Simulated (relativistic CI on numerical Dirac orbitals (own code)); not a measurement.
Ni4+: resonant inelastic scattering at the M2,3 edge

Computed with this model: Dirac-Coulomb-Breit CI, orbitals from a KLI potential per configuration, model QED, Kramers-Heisenberg scattering through one core-hole configuration in a parametric crystal field, unscaled Slater integrals; configurations [Ar] 3d6 → [Ne] 3s2 3p5 3d7; 80 K; core-hole width 1.2 eV; summed over polarisations. Incident energies are the highest absorption maxima for each field (at most a few, so the weaker spin-orbit partner edge can be absent), on the computed scale of the free ion. Intensities are in per cent of the strongest line above 0.02 eV; levels within 1 cm⁻¹ are merged; final levels count from the ground level, the first row holds all elastic scattering, lines under 0.4 are left out and each table stops after 24 rows. The scale of the Slater integrals is a model choice and moves the terms in proportion.

Field parameters in Wybourne normalisation: D3d B²₀ = −7Dσ, B⁴₀ = −14Dq − 21Dτ, B⁴₃ = −14√(10/7) Dq; Td as Oh with Dq negative (B⁴₀ = 21Dq, B⁴₄ = √(5/14) B⁴₀). The field is a parameter set, without covalency.

S is read from ⟨S²⟩ = S(S + 1).

D3d, 10Dq = 36500, Dσ = -350, Dτ = 340 cm⁻¹:

```
Final level (eV)  Degeneracy  Irrep     S  74.8 eV  81.6 eV  91 eV
           0.000           1     A1  0.01     77.9    213.1   49.2
           2.630           1     A1  1.04      0.2      1.9    0.4
           2.633           2      E  1.04      0.7      5.3    0.4
           2.681           2      E  1.05      0.1      3.5    0.4
           2.729           2      E  1.07      1.9      1.9    0.3
           2.764           1     A2  1.07      0.9      0.1    0.2
           2.776           1     A1  1.10      0.7      8.5    1.8
           3.725           1     A2  1.02      0.5      0.1    0.6
           3.743           2      E  1.03      0.4      1.0    0.7
           3.939           2      E  0.99      0.7      0.6    2.1
           3.986           2      E  1.01      0.6      1.2    0.6
           4.011           1     A1  1.01      0.2      1.5    0.4
           4.011           1     A2  0.98      0.1      0.3    0.8
           4.226           1     A2  0.11      1.5     46.4   41.1
           4.316           2      E  0.09      3.3     90.3  100.0
           6.385           1     A1  0.02      2.4      0.7   46.0
           6.701           2      E  0.03      3.9      1.0   88.9
           6.957           2      E  1.00      1.5      0.3    0.7
           6.966           2      E  1.00      0.1      1.0    0.6
           6.970           1     A1  1.01      0.4      0.5    1.0
           6.970           1     A2  1.01      0.2      0.0    0.6
           7.041           2      E  1.01      0.7      0.4    0.9
           7.050           1     A1  1.01      0.3      0.7    0.7
           7.283           1     A2  1.00      0.1      0.6    0.2
```

Td, 10Dq = -12450 cm⁻¹:

```tsv
Final level (eV)	Degeneracy	Irrep	S	69 eV	74.6 eV
0.000	1	A1	2.00	58.2	446.5
0.004	3	T1	2.00	4.0	14.8
0.008	2	E	2.00	2.7	43.2
0.013	3	T2	2.00	2.5	37.7
0.018	1	A2	2.00	0.7	13.9
1.479	3	T2	2.00	6.5	75.1
1.534	3	T1	2.00	11.4	88.6
1.535	2	E	2.00	8.7	63.9
1.610	3	T2	2.00	4.4	83.3
1.611	3	T1	2.00	5.3	100.0
1.613	1	A1	2.00	2.2	39.8
2.574	3	T2	1.00	0.2	0.7
2.579	2	E	1.00	0.3	0.6
2.637	3	T1	1.00	0.8	0.2
2.652	1	A1	1.00	0.7	0.0
3.860	3	T2	0.99	0.2	1.4
3.872	2	E	1.00	0.2	1.0
4.010	3	T2	0.98	0.2	0.5
4.014	3	T1	1.00	0.2	0.6
4.094	3	T1	1.00	0.4	0.3
5.090	3	T2	1.00	0.0	0.5
5.588	3		0.99	0.6	0.2
6.607	3		1.00	0.1	0.5
6.691	3		1.00	0.1	0.6
```

For the first field the strongest loss at the lowest incident energy is the level at 6.70 eV (S = 0.03, against 0.01 in the thermal ground state). Levels of other spin, the first over 8 % at 2.78 eV, appear because spin-orbit coupling of the core hole, and in heavier ions of the valence shell too, mixes spins.
